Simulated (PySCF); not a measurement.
How methods differ on the excitation energy of Dy(2+)

Dy(2+) [Xe] 4f10 (high-spin determinant) → Dy(2+) [Xe] 4f9 6s1 (high-spin determinant), as a difference of total energies. Computed with PySCF 2.14 in ANO-RCC-VTZP, with the spin-free X2C one-electron Hamiltonian (Gaussian nucleus). Correlated levels: valence: [Kr] 4d10 frozen; valence and next inner shell: [Ar] 3d10 frozen. The calculations carry no spin-orbit coupling.

```tsv
method	excitation energy (eV)
UHF	-0.318
LDA	4.224
PBE	4.153
PBE0	3.277
r2SCAN	3.910
MP2 (valence)	3.293
SCS-MP2 (valence)	3.182
MP2 (valence and next inner shell)	3.676
SCS-MP2 (valence and next inner shell)	3.377
```

Problem. How much does correlation contribute at MP2 (valence and next inner shell)?

Solution. 3.676 − (-0.318) = 3.994 eV, measured against UHF.

A first-order spin-orbit estimate (lowest level to lowest level, LS coupling) adds 0.083 eV.

The basis was made for the ground configuration and has no added diffuse functions, so the excitation energy can come out too high.

The determinant of the upper state and of the lower state mixes LS terms, which raises its energy above the lowest term, most at the Hartree-Fock and MP2 levels.
